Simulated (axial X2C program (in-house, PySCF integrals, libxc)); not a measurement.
**Worked dissociation energy of ZrBr⁻: PBE0, scalar-relativistic**

Computed with an axial X2C code built on PySCF integrals. Spin-free means the one-electron spin-free X2C Hamiltonian. Basis: Zr dyall-acv3z [12s13p10d6f3g], Br dyall-acv3z [9s10p7d5f1g] (cores contracted in-house); Gaussian nuclei, density fitting, unrestricted open shells. Masses: Zr 89.905 u, Br 78.918 u.

Molecular state: M_S = 1, Λ = 0 (beyond evenly filled blocks: δ+α, δ-α).

| Property | Result |
| --- | --- |
| E(Zr) (2M_S = 2, M_L = 0) | -3597.957328 hartree |
| E(Br-) (2M_S = 0, M_L = 0) | -2606.136111 hartree |
| E(ZrBr⁻) at Re | -6204.169786 hartree |
| ωe | 219.0 cm⁻¹ |
| ωexe | 0.798 cm⁻¹ |

(1) Work out De and D0.

Dissociation energies refer to the lowest single-determinant-based atoms at the same level and basis. The state is one determinant with fixed occupations, lowest in a PBE0 search at one distance only: followed along the bond, the 2c determinant Ω = 2 reaches 0.07 eV lower at PBE0, at Re = 2.600 Å, so the state shown is not the lowest. The highest occupied level of some functionals is positive through self-interaction error; at Hartree–Fock it is bound. The determinant is spin-polarised beyond a pure state at some levels (its spin-free form has ⟨S²⟩ too high), which makes Re and μ there less reliable.

Each atomic determinant is the lowest at this level and need not be a pure term. Totals compare only within one Hamiltonian and basis.

## Answers

(1) De = -3597.957328 + (-2606.136111) − (-6204.169786) = 0.07635 hartree = 2.078 eV. The zero-point energy is ωe/2 − ωexe/4 = 109 cm⁻¹ = 0.014 eV, so D0 = 2.064 eV.
